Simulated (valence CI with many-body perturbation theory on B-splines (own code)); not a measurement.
## Forbidden lines of Lu³¹⁺

Method: valence CI with perturbative core correlation (CI+MBPT): four valence electrons over a frozen Dirac-Fock core [Kr], radial functions for each j: 7 s, 7 p, 8 d, 6 f, 4 g, 1 h, with the one-electron correlation potential Σ1 (screened to all orders), the two-electron term Σ2, the three-electron term Σ3, Breit, model QED; selected single and double excitations, second order for the rest, scaled by the run's own slope (own B-spline code, finite nucleus).

No measured spectrum was set against this ion. As an estimate, large intervals hold to a few tenths of a per cent, small ones and those within an open d or f shell to about a per cent. The list stops below the first excitations out of the core.

Lines 1 to 50 of 119 in falling wavelength, among levels below 934300 cm⁻¹, chosen from the decays that carry over 1 % of a level's rate. Wavelengths and rates use the calculated energies. Electric multipoles are in the length gauge, E1 and E2 with the static RPA response of the core. S is in atomic units (e²a₀⁴ for E2 and M2, e²a₀⁶ for E3), for M1 in squared Bohr magnetons. Weak lines are less certain than strong ones. Lines between different terms over intervals too small for the method are left out, as are lines whose strength nearly cancels. The highest levels of a list are the least certain.

Levels are named by their leading jj configuration (3d3/2^4 stands for four electrons in 3d with j = 3/2), which in mixed levels can hold well under half, so a name can repeat and another be missing. Letters in brackets count levels of one name in rising energy.

```
λ vac (Å)                      Upper                      Lower  Type   A (s⁻¹)  S (a.u.)
     9765      (4d3/2^2 4d5/2^2) J=6      (4d3/2^2 4d5/2^2) J=5    M1  8.55e+00  3.84e+00
     9568        (4d3/2^3 4d5/2) J=3        (4d3/2^3 4d5/2) J=4    M1  1.22e+01  2.78e+00
     8632        (4d3/2^3 4d5/2) J=3        (4d3/2^3 4d5/2) J=2    M1  2.83e+01  4.72e+00
     2817      (4d3/2^2 4d5/2^2) J=1  (4d3/2^2 4d5/2^2) J=0 [a]    M1  5.87e+02  1.46e+00
     2773        (4d3/2^3 4d5/2) J=2        (4d3/2^3 4d5/2) J=1    M1  1.13e+03  4.47e+00
     2728  (4d3/2^2 4d5/2^2) J=4 [b]  (4d3/2^2 4d5/2^2) J=3 [a]    M1  3.85e+02  2.61e+00
     2427  (4d3/2^2 4d5/2^2) J=4 [b]  (4d3/2^2 4d5/2^2) J=4 [a]    M1  6.48e+01  3.09e-01
     2397  (4d3/2^2 4d5/2^2) J=2 [d]  (4d3/2^2 4d5/2^2) J=2 [c]    M1  5.35e+02  1.37e+00
     2270    (4d3/2 4d5/2^3) J=3 [c]    (4d3/2 4d5/2^3) J=2 [a]    M1  6.04e+02  1.83e+00
     2201    (4d3/2 4d5/2^3) J=3 [b]    (4d3/2 4d5/2^3) J=3 [a]    M1  4.63e+02  1.28e+00
     2183  (4d3/2^2 4d5/2^2) J=2 [b]  (4d3/2^2 4d5/2^2) J=2 [a]    M1  5.93e+02  1.14e+00
     2120  (4d3/2^2 4d5/2^2) J=4 [c]  (4d3/2^2 4d5/2^2) J=3 [b]    M1  3.41e+02  1.08e+00
     1758    (4d3/2 4d5/2^3) J=1 [b]        (4d3/2 4d5/2^3) J=0    M1  1.23e+03  7.43e-01
     1709    (4d3/2 4d5/2^3) J=2 [b]    (4d3/2 4d5/2^3) J=2 [a]    M1  7.12e+02  6.59e-01
     1592  (4d3/2^2 4d5/2^2) J=0 [b]    (4d3/2 4d5/2^3) J=1 [a]    M1  1.46e+03  2.19e-01
     1438  (4d3/2^2 4d5/2^2) J=4 [c]      (4d3/2^2 4d5/2^2) J=5    M1  4.18e+02  4.15e-01
     1424    (4d3/2 4d5/2^3) J=1 [b]    (4d3/2 4d5/2^3) J=1 [a]    M1  6.70e+02  2.15e-01
     1306  (4d3/2^2 4d5/2^2) J=4 [a]        (4d3/2^3 4d5/2) J=3    M1  2.34e+03  1.74e+00
     1299  (4d3/2^2 4d5/2^2) J=2 [d]  (4d3/2^2 4d5/2^2) J=2 [b]    M1  8.15e+02  3.31e-01
     1245  (4d3/2^2 4d5/2^2) J=2 [d]  (4d3/2^2 4d5/2^2) J=3 [b]    M1  4.20e+02  1.50e-01
     1242    (4d3/2 4d5/2^3) J=3 [a]  (4d3/2^2 4d5/2^2) J=4 [b]    M1  1.79e+03  8.92e-01
     1233  (4d3/2^2 4d5/2^2) J=2 [c]  (4d3/2^2 4d5/2^2) J=2 [a]    M1  1.13e+03  3.94e-01
     1233  (4d3/2^2 4d5/2^2) J=3 [a]        (4d3/2^3 4d5/2) J=3    M1  1.16e+04  5.63e+00
     1219    (4d3/2 4d5/2^3) J=2 [a]  (4d3/2^2 4d5/2^2) J=2 [c]    M1  2.53e+03  8.52e-01
     1200    (4d3/2 4d5/2^3) J=3 [c]    (4d3/2 4d5/2^3) J=4 [a]    M1  1.69e+03  7.56e-01
     1194  (4d3/2^2 4d5/2^2) J=4 [c]  (4d3/2^2 4d5/2^2) J=3 [a]    M1  4.02e+02  2.28e-01
     1186    (4d3/2 4d5/2^3) J=3 [c]  (4d3/2^2 4d5/2^2) J=2 [d]    M1  1.41e+03  6.09e-01
     1184    (4d3/2 4d5/2^3) J=1 [b]  (4d3/2^2 4d5/2^2) J=2 [d]    M1  7.39e+03  1.36e+00
     1183    (4d3/2 4d5/2^3) J=2 [b]    (4d3/2 4d5/2^3) J=1 [a]    M1  8.45e+02  2.59e-01
     1152  (4d3/2^2 4d5/2^2) J=2 [a]        (4d3/2^3 4d5/2) J=2    M1  7.11e+03  2.02e+00
     1149  (4d3/2^2 4d5/2^2) J=4 [a]        (4d3/2^3 4d5/2) J=4    M1  1.73e+04  8.76e+00
     1144    (4d3/2 4d5/2^3) J=3 [b]  (4d3/2^2 4d5/2^2) J=2 [c]    M1  5.47e+02  2.13e-01
     1134        (4d3/2^3 4d5/2) J=1              (4d3/2^4) J=0    M1  1.88e+04  3.05e+00
     1133  (4d3/2^2 4d5/2^2) J=4 [c]  (4d3/2^2 4d5/2^2) J=4 [a]    M1  5.95e+03  2.89e+00
     1096    (4d3/2 4d5/2^3) J=1 [a]  (4d3/2^2 4d5/2^2) J=2 [b]    M1  3.07e+03  4.50e-01
     1079  (4d3/2^2 4d5/2^2) J=3 [a]        (4d3/2^3 4d5/2) J=2    M1  9.08e+03  2.96e+00
     1058  (4d3/2^2 4d5/2^2) J=2 [d]      (4d3/2^2 4d5/2^2) J=1    M1  5.21e+01  1.14e-02
     1032        (4d3/2 4d5/2^3) J=5  (4d3/2^2 4d5/2^2) J=4 [b]    M1  9.97e+03  4.47e+00
     1015    (4d3/2 4d5/2^3) J=2 [b]    (4d3/2 4d5/2^3) J=3 [a]    M1  2.42e+03  4.70e-01
     1012    (4d3/2 4d5/2^3) J=2 [b]  (4d3/2^2 4d5/2^2) J=2 [d]    M1  1.40e+03  2.69e-01
    964.4    (4d3/2 4d5/2^3) J=4 [a]      (4d3/2^2 4d5/2^2) J=5    M1  2.20e+03  6.58e-01
    945.5      (4d3/2^2 4d5/2^2) J=5        (4d3/2^3 4d5/2) J=4    M1  1.10e+04  3.79e+00
    919.6    (4d3/2 4d5/2^3) J=1 [a]      (4d3/2^2 4d5/2^2) J=1    M1  1.44e+04  1.24e+00
    916.7        (4d3/2 4d5/2^3) J=5      (4d3/2^2 4d5/2^2) J=6    M1  5.62e+03  1.77e+00
    882.4        (4d3/2 4d5/2^3) J=6      (4d3/2^2 4d5/2^2) J=6    M1  1.14e+04  3.79e+00
    868.9      (4d3/2^2 4d5/2^2) J=1        (4d3/2^3 4d5/2) J=2    M1  2.56e+04  1.87e+00
    864.8  (4d3/2^2 4d5/2^2) J=0 [a]        (4d3/2^3 4d5/2) J=1    M1  6.25e+04  1.50e+00
    862.0      (4d3/2^2 4d5/2^2) J=6        (4d3/2^3 4d5/2) J=4    E2  1.43e+00  7.90e-03
    855.6  (4d3/2^2 4d5/2^2) J=2 [d]  (4d3/2^2 4d5/2^2) J=3 [a]    M1  3.02e+02  3.51e-02
    853.7    (4d3/2 4d5/2^3) J=3 [a]  (4d3/2^2 4d5/2^2) J=3 [a]    M1  2.25e+04  3.62e+00
```
